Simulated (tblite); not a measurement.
Species: C₈H₁₁O₂ (charge -1).
Geometry (GFN2-xTB, Å), atoms numbered from 1 in this order:
```
atom  x, y, z in Å
C1     2.5565   -0.6405   -2.3187
C2     1.8943   -0.1453   -1.2678
C3     0.5329   -0.4543   -0.9575
C4    -0.1839    0.0007    0.0980
C5    -1.6296   -0.3962    0.2378
C6    -1.8228   -1.4969    1.2817
C7     0.2814    0.9468    1.1077
C8    -0.2695    2.4515    0.7091
O9     0.6112    3.2219    0.3515
O10   -1.4794    2.5980    0.8554
H11    3.5805   -0.3769   -2.5296
H12    2.0866   -1.3198   -3.0143
H13    2.4024    0.5472   -0.6111
H14    0.0390   -1.1222   -1.6581
H15   -2.0222   -0.7474   -0.7210
H16   -2.1825    0.4984    0.5383
H17   -2.8772   -1.7544    1.3793
H18   -1.4582   -1.1715    2.2535
H19   -1.2726   -2.3926    0.9932
H20   -0.1590    0.7520    2.0858
H21    1.3632    1.0185    1.1865
```

Level: GFN2-xTB in tblite, geometry and Hessian alike; calculated harmonic values, unscaled, isolated species. Errors from tens to a few hundred cm⁻¹ against measured bands are possible. One conformer, not necessarily the lowest.

Harmonic wavenumbers (cm⁻¹): 45.4, 49.4, 72.9, 121.2, 156.7, 170.5, 185.6, 224.8, 273.4, 330.6, 414.8, 451.7, 510.0, 561.9, 608.6, 648.6, 723.3, 740.6, 792.0, 830.8, 840.3, 858.4, 934.1, 972.5, 1000.2, 1031.3, 1066.9, 1083.0, 1100.0, 1131.5, 1195.4, 1230.2, 1244.4, 1281.1, 1305.7, 1329.9, 1372.7, 1400.2, 1434.0, 1470.3, 1482.5, 1508.2, 1511.9, 1632.3, 1637.2, 1855.8, 2947.1, 2958.5, 2974.4, 2996.1, 2997.2, 3004.3, 3018.3, 3029.0, 3064.4, 3070.1, 3091.8.

A = 1402, B = 1020, C = 644.9 MHz; mass 139.076 u (most abundant isotopes); point group C1, symmetry number 1.

What is the zero-point energy?

½Σν̃ = 36987 cm⁻¹ = 105.75 kcal/mol.

Give the ideal-gas entropy at 400 K and 1 bar in the rigid-rotor, harmonic-oscillator model (classical rotation).

Translation 42.19, rotation 31.11, vibration 46.55: S = 119.8 cal/(mol K).

And Cp and H(400 K) − H(0)?

Cp = 53.07 cal/(mol K), of which vibrations give 45.13 (their classical limit is 57 R = 113.3); H(400 K) − H(0) = 12.54 kcal/mol without the zero-point energy, 9.36 from vibrations.

Which modes carry the vibrational entropy at 400 K?

45.4 cm⁻¹: 5.59; 49.4 cm⁻¹: 5.42; 72.9 cm⁻¹: 4.65; 121.2 cm⁻¹: 3.65; 156.7 cm⁻¹: 3.15; 170.5 cm⁻¹: 2.99 cal/(mol K); the other 51 give 21.09 together.

What must be added to the electronic energy to get the Gibbs energy at 400 K and 1 bar?

ZPE + [H(400 K) − H(0)] − T·S = 105.75 + 12.54 − 47.94 = 70.35 kcal/mol.

Hindered rotation and anharmonicity are outside this model. Other conformers, if any are populated, would add a mixing term that is left out. The structure is chiral; the term R ln 2 for an equal mix with its mirror image is left out.
